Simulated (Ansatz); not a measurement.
Mulliken charges of F$_{3}$GeH, SMILES `[F][GeH]([F])[F]` from B3LYP/def2-TZVPP in Ansatz (PBE0-D4/def2-TZVP geometry).

```
atom   x (Å)   y (Å)   z (Å)  charge (e)
  F1  -0.250  -0.734   1.483      -0.338
 Ge2   0.096  -0.009  -0.023       0.993
  F3  -0.673   1.516  -0.011      -0.338
  F4  -0.708  -0.944  -1.204      -0.338
  H5   1.585   0.097  -0.286       0.021
```

By hand: the dipole of these point charges (1 e Å = 4.8032 D).

Σ q r = (0.680, 0.048, -0.119) e Å, of length 0.692 e Å = 3.32 D.

How does the dipole of the full density compare? (Estimate.)

Computed: (0.501, 0.036, -0.088) e Å, 2.45 D; the point charges give 1.36 times that, at 0° from its direction.

Point charges leave out the atoms' own dipoles, such as those of lone pairs, and Mulliken's split depends on the basis, so the two needn't agree.

B3LYP here is the variant with VWN-RPA as its local correlation; programs differ in this.
